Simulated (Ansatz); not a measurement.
Ansatz results at the PBE0-D4/def2-TZVP geometry: size of the dipole moment (ωB97M-V/def2-TZVPP) 9.45 D; LUMO energy (PBE/def2-TZVPP) -1.51 eV; HOMO energy (B3LYP/def2-TZVPP) -6.07 eV.

Each molecule was computed in one conformer, which needn't be the lowest.

Question: Which molecule gave them?
A. `[OH2+][Au-][Br]`
B. `CC#[N+][Au-][OH]`
C. `C[O][Au-][c+]1n(C)ccn1C`
D. `[OH2+][Au-][N]([SiH3])[SiH3]`

Answer: B. The others give `[OH2+][Au-][N]([SiH3])[SiH3]`: 7.65, -2.29, -6.07; `[OH2+][Au-][Br]`: 7.90, -2.58, -6.64; `C[O][Au-][c+]1n(C)ccn1C`: 9.11, -1.11, -5.13.

B3LYP here is the variant with VWN-RPA as its local correlation; programs differ in this.
